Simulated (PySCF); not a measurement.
Species: C₇H₆F₄.
Numbering: `[CH3:1][C:2]#[C:3][C@:4]([CH3:5])([F:6])[C:7]([F:8])=[C:9]([F:10])[F:11]` (hydrogens: H12, H13, H14 on C1; H15, H16, H17 on C5)

The same species was optimised twice, with GFN2-xTB and with PBE0-D3(BJ)/def2-SVP (PySCF), and the same property calculations (PySCF, gas phase) were run on both structures.

```tsv
coordinate	GFN2-xTB	PBE0-D3(BJ)/def2-SVP	change
C9–F11 (Å)	1.327	1.311	-0.016
C9–F10 (Å)	1.318	1.304	-0.014
C7–F8 (Å)	1.348	1.335	-0.013
C2≡C3 (Å)	1.199	1.211	+0.012
C1–C2 (Å)	1.441	1.452	+0.011
C3–C4 (Å)	1.458	1.468	+0.010
C4–F6 (Å)	1.387	1.380	-0.007
C7=C9 (Å)	1.328	1.333	+0.005
C4–C5 (Å)	1.529	1.524	-0.005
C4–C7 (Å)	1.518	1.512	-0.006
C7–C9–F11 (°)	123.9	122.4	-1.5
F10–C9–F11 (°)	110.5	111.8	+1.3
C3–C4–C7 (°)	108.5	109.1	+0.6
C4–C7–F8 (°)	113.9	113.4	-0.5
C4–C7–C9 (°)	128.0	128.4	+0.4
C5–C4–C7 (°)	110.7	110.4	-0.3
C5–C4–F6 (°)	108.4	108.1	-0.3
C1–C2–C3 (°)	179.0	179.3	+0.3
C3–C4–C7–F8 (°)	-70	-64	+6
```

Rotational constants: A = 1486, B = 658.9, C = 630.1 MHz (GFN2-xTB) against A = 1560, B = 650.0, C = 609.9 MHz (PBE0-D3(BJ)/def2-SVP). Point groups within 0.08 Å: C1 and C1. Atoms that the bonding makes alike are paired by their places after alignment.

On the GFN2-xTB structure: HOMO (eV) -7.39 [PBE0/pcSseg-1]; LUMO (eV) 0.02 [PBE0/pcSseg-1]; dipole (D) 2.78 [PBE0/pcSseg-1]; GIAO shielding of C1 (ppm) 182.4 [PBE0/pcSseg-1]; GIAO shielding of C2 (ppm) 92.1 [PBE0/pcSseg-1]; GIAO shielding of C3 (ppm) 103.9 [PBE0/pcSseg-1]; GIAO shielding of C4 (ppm) 99.7 [PBE0/pcSseg-1]; GIAO shielding of C5 (ppm) 157.7 [PBE0/pcSseg-1]; GIAO shielding of F6 (ppm) 354.9 [PBE0/pcSseg-1]; GIAO shielding of C7 (ppm) 48.0 [PBE0/pcSseg-1]; GIAO shielding of F8 (ppm) 368.6 [PBE0/pcSseg-1].

Problem. What do these properties become on the PBE0-D3(BJ)/def2-SVP structure?

Solution. 
```csv
property,level,on GFN2-xTB,on PBE0-D3(BJ)/def2-SVP,change
HOMO (eV),PBE0/pcSseg-1,-7.39,-7.29,+0.10
LUMO (eV),PBE0/pcSseg-1,0.02,0.11,+0.09
dipole (D),PBE0/pcSseg-1,2.78,2.56,-0.22
"energy, GFN2-xTB geometry as zero (kcal/mol)",PBE0/pcSseg-1,0.0,-0.4,-0.4
GIAO shielding of C1 (ppm),PBE0/pcSseg-1,182.4,179.8,-2.6
GIAO shielding of C2 (ppm),PBE0/pcSseg-1,92.1,92.0,-0.1
GIAO shielding of C3 (ppm),PBE0/pcSseg-1,103.9,102.6,-1.3
GIAO shielding of C4 (ppm),PBE0/pcSseg-1,99.7,99.7,0.0
GIAO shielding of C5 (ppm),PBE0/pcSseg-1,157.7,155.3,-2.4
GIAO shielding of F6 (ppm),PBE0/pcSseg-1,354.9,358.9,+4.0
GIAO shielding of C7 (ppm),PBE0/pcSseg-1,48.0,49.7,+1.7
GIAO shielding of F8 (ppm),PBE0/pcSseg-1,368.6,370.6,+2.0
```

The heavy atoms differ by 0.096 Å rms after alignment. Among bonds between heavy atoms C9–F11 changes most (-0.016 Å). Changes are differences of the printed values. Neither structure is proved a minimum here.

Conformer computed: `[CH3:1][C:2]#[C:3][C@:4]([CH3:5])([F:6])[C:7]([F:8])=[C:9]([F:10])[F:11]`: C3–C4–C7–F8 -64°.
